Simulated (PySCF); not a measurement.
# Constants of SnI, step by step

State: ²Π, doublet, unpaired electrons π ↑. De refers to Sn + I. ROHF-based CCSD(T) in PySCF 2.14 with Sn cc-pwCVDZ-PP with ECP28, I aug-cc-pVDZ-PP with ECP28 and Sn cc-pwCVTZ-PP with ECP28, I aug-cc-pVTZ-PP with ECP28 (frozen core orbitals: 13; scalar-relativistic core potentials). Correlation energies are extrapolated as n⁻³ (n = 2, 3), Hartree–Fock as (n+1)·exp(−9√n).

| Level | Re (Å) | ωe (cm⁻¹) | ωexe (cm⁻¹) | αe (cm⁻¹) | De (eV) |
| --- | --- | --- | --- | --- | --- |
| CCSD(T)/DZ | 2.7728 | 184.8 | 0.344 | 9.5e-05 | 2.669 |
| CCSD(T)/TZ | 2.7290 | 194.8 | 0.366 | 9.66e-05 | 2.880 |
| HF/CBS | 2.7565 | 189.2 | 0.347 | 9.45e-05 | 2.007 |
| MP2/CBS | 2.7009 | 202.0 | 0.363 | 9.56e-05 | 3.013 |
| CCSD/CBS | 2.7169 | 198.3 | 0.368 | 9.62e-05 | 2.799 |
| CCSD(T)/CBS | 2.7183 | 197.6 | 0.371 | 9.68e-05 | 2.949 |

How much is left between CCSD(T)/TZ and the basis-set limit, and how much do the triples give at the limit?

CCSD(T)/CBS less CCSD(T)/TZ: -10.7 mÅ in Re, +2.8 cm⁻¹ in ωe and +0.069 eV in De. CCSD(T)/CBS less CCSD/CBS: +1.4 mÅ in Re, -0.7 cm⁻¹ in ωe and +0.150 eV in De.

The T1 diagnostic is 0.018. The state was picked by a PBE0 search and need not be the measured ground state. Spin–orbit coupling, excitations beyond (T) and corrections to the Born–Oppenheimer picture are left out, and spin–orbit coupling matters for open p, d or f shells this heavy.

The whole job (state search and all basis sets along the bond) took about 28 min on 4 threads of Arm Neoverse V1 (shared host), peak memory 12 GiB.
